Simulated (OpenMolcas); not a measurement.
Sc2+ (d1) among equal point charges was computed by CASSCF with the d shell active (OpenMolcas, ANO-RCC-VDZP on the metal). Its lowest spin-free states, and all those of the highest spin:

```json
{"2S+1": "2", "Degeneracy": "3", "E (cm-1)": "0.0"}
{"2S+1": "2", "Degeneracy": "2", "E (cm-1)": "14198"}
```

Task: Is the site octahedral, tetrahedral or cube-like, axial, or of lower symmetry?

Result: The states with 2S+1 = 2 have orbital degeneracies 3, 2. Threefold states need a cubic site. For d1 at this spin an octahedron puts the threefold T2 below the twofold E and a tetrahedron or cube puts the twofold E below the threefold T2, so the site is octahedral. The first gap at this spin, 14200 cm-1, is |10Dq| in ligand-field theory. The run had Sc2+ among 6 point charges of -1.6 e arranged as an octahedron (Oh), 2.09 Å from the ion.

An orbital triplet at a regular site is open to Jahn-Teller coupling, which can distort the site and quench the lowest spin-orbit gaps and is left out. This is an electrostatic model: the charges have no orbitals. No measured value stands beside these numbers.
